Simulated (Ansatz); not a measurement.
C$_{2}$H$_{6}$OSe (`C[Se]CO`) at its PBE0-D4/def2-TZVP geometry, where that method's forces vanish. Charge 0, multiplicity 1.

```xyz
10

C     0.2907    1.0183   -1.2307
Se   -0.7970    1.0484    0.3788
C    -0.0351   -0.5596    1.1902
O    -0.2651   -1.7292    0.4657
H     1.3194    1.2892   -0.9982
H     0.2466    0.0251   -1.6736
H    -0.1322    1.7460   -1.9216
H    -0.4584   -0.5895    2.2001
H     1.0450   -0.4344    1.2606
H    -1.2140   -1.8144    0.3289
```

What forces (eV/Å) does r2SCAN-D4/def2-TZVPP give on these atoms in the Gaussian-basis code of Ansatz? (Best estimate.)

Ansatz gave: 
```
C1   0.101 -0.006 -0.147
Se2 -0.182  0.191  0.059
C3   0.113  0.087  0.236
O4   0.040 -0.260 -0.165
H5  -0.018 -0.008 -0.004
H6  -0.001  0.018  0.009
H7   0.012 -0.022  0.020
H8  -0.008  0.013  0.003
H9  -0.003 -0.015 -0.016
H10 -0.055  0.003  0.004
```
